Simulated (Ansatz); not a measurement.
System: H3 (cation, charge +1), singlet: map of symmetric stretch and bend. Scanned: H-H bond length and H-H-H angle.

Cartesian coordinates as functions of the variables (Å; names that start with a are angles):
```
H  0  0  0
H  r*sin(a/2)  0  r*cos(a/2)
H  -r*sin(a/2)  0  r*cos(a/2)
```

Level of theory: CCSD(T) on RHF/cc-pVDZ, frozen core in Ansatz (an electronic-structure program).

Energy in kcal/mol above the lowest grid point; x is the H-H bond length (Å), y the H-H-H angle (°).

```csv
y \ x,0.74,0.79,0.82,0.88,0.91,0.96,1,1.04,1.09,1.13,1.17
180,43.4,38.8,37.7,38.3,39.7,43.1,46.6,50.7,56.3,61.1,66.1
171.49,43.2,38.6,37.5,38.1,39.5,42.9,46.5,50.5,56.2,61.0,66.0
160.93,42.2,37.7,36.6,37.3,38.7,42.2,45.8,50.0,55.7,60.5,65.6
148.12,39.8,35.5,34.5,35.4,36.9,40.5,44.3,48.5,54.4,59.4,64.5
139.48,37.6,33.3,32.4,33.4,35.0,38.8,42.7,47.1,53.1,58.1,63.4
128.98,34.1,29.9,29.1,30.3,32.0,36.0,40.0,44.6,50.8,56.0,61.4
117.99,29.6,25.5,24.7,26.1,27.9,32.1,36.3,41.1,47.5,52.9,58.5
109.89,25.9,21.6,20.9,22.3,24.2,28.5,32.9,37.7,44.4,50.0,55.7
98.26,20.1,15.6,14.7,16.0,17.9,22.3,26.8,31.8,38.6,44.4,50.4
92.05,17.2,12.2,11.2,12.4,14.2,18.6,23.0,28.0,35.0,40.8,46.9
79.08,12.3,6.0,4.4,4.6,6.0,10.0,14.2,19.1,26.0,31.8,37.9
70,11.7,3.7,1.2,0.0,0.9,4.2,7.9,12.4,18.9,24.6,30.5
```

Points that lie below all their neighbours on the grid: x = 0.88, y = 70 on the edge of the grid (0.0 kcal/mol).
